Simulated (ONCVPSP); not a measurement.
## An all-electron radial function and its pseudo partner (Cr (Z = 24))

Columns: radius, all-electron u(r) and pseudo u(r) of the 3d shell (level -2.85 eV) of chromium in the configuration [Ne] 3s2 3p6 3d5 4s1; BLYP, scalar-relativistic, ONCV scheme, ONCVPSP 4.0.1.

| r (bohr) | all-electron | pseudo |
| --- | --- | --- |
| 0.103 | 0.0484 | 0.0041 |
| 0.205 | 0.2014 | 0.0306 |
| 0.308 | 0.3861 | 0.0962 |
| 0.410 | 0.5460 | 0.2041 |
| 0.513 | 0.6660 | 0.3485 |
| 0.615 | 0.7434 | 0.5089 |
| 0.718 | 0.7855 | 0.6655 |
| 0.820 | 0.7994 | 0.7932 |
| 0.923 | 0.7939 | 0.8791 |
| 1.025 | 0.7757 | 0.9154 |
| 1.128 | 0.7495 | 0.9065 |
| 1.230 | 0.7192 | 0.8636 |
| 1.332 | 0.6867 | 0.8008 |
| 1.435 | 0.6532 | 0.7310 |
| 1.538 | 0.6200 | 0.6651 |
| 1.640 | 0.5880 | 0.6095 |
| 1.743 | 0.5569 | 0.5645 |
| 1.845 | 0.5275 | 0.5291 |
| 1.948 | 0.4993 | 0.4994 |
| 2.050 | 0.4728 | 0.4728 |
| 2.153 | 0.4475 | 0.4475 |
| 2.255 | 0.4239 | 0.4239 |
| 2.358 | 0.4015 | 0.4014 |
| 2.460 | 0.3805 | 0.3805 |
| 2.562 | 0.3607 | 0.3607 |
| 2.665 | 0.3419 | 0.3419 |

(1) How many radial nodes do the two functions have?

(2) At about which radius was the pseudo-wave matched?

(3) Where does each function peak?

(4) Is the pseudo-wave norm-conserving?

## Answers

(1) The all-electron 3d function has n − l − 1 = 0; the pseudo-wave has 0.

(2) 2.05 bohr, where the columns begin to agree (steps of 0.10 bohr).

(3) Outermost all-electron maximum near 0.82 bohr, pseudo maximum near 1.02 bohr (to the table’s step).

(4) Yes: the ONCV scheme keeps the norm inside the radius equal to the all-electron one, which fixes the energy derivative of the logarithmic derivative at the level.
